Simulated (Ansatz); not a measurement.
One change: `N#C[SiH2]CF` becomes `FC[SiH2]CF`.

Ansatz, PBE0-D4/def2-TZVP geometries, multiplicity 1. Each molecule was computed in one conformer, which needn't be the lowest.

```json
{"property": "LUMO energy (ωB97M-V/def2-TZVPP) / eV", "`N#C[SiH2]CF`": "1.14"}
{"property": "HOMO–LUMO gap (PBE/def2-TZVPP) / eV", "`N#C[SiH2]CF`": "6.00"}
{"property": "LUMO energy (B3LYP/def2-TZVPP) / eV", "`N#C[SiH2]CF`": "-1.07"}
{"property": "size of the dipole moment (B3LYP/def2-TZVPP) / D", "`N#C[SiH2]CF`": "1.96"}
{"property": "HOMO energy (B3LYP/def2-TZVPP) / eV", "`N#C[SiH2]CF`": "-9.09"}
{"property": "HOMO energy (PBE0/def2-TZVPP) / eV", "`N#C[SiH2]CF`": "-9.31"}
```

**Question.** What does the change do to each property? (Best estimate.)

**Answer.** The calculation gave: 
| property | `FC[SiH2]CF` | shift |
| --- | --- | --- |
| LUMO energy (ωB97M-V/def2-TZVPP) / eV | 2.04 | 0.90 |
| HOMO–LUMO gap (PBE/def2-TZVPP) / eV | 6.75 | 0.75 |
| LUMO energy (B3LYP/def2-TZVPP) / eV | 0.26 | 1.33 |
| size of the dipole moment (B3LYP/def2-TZVPP) / D | 1.57 | -0.39 |
| HOMO energy (B3LYP/def2-TZVPP) / eV | -8.36 | 0.73 |
| HOMO energy (PBE0/def2-TZVPP) / eV | -8.57 | 0.74 |

With PBE0 the HOMO rises by 0.74 eV and the LUMO rises by 1.37 eV, so the gap widens by about 0.63 eV. PBE moves the HOMO by 0.74 eV and ωB97M-V by 0.71 eV. Dipoles are sizes alone; their direction can turn.

B3LYP here is the variant with VWN-RPA as its local correlation; programs differ in this.
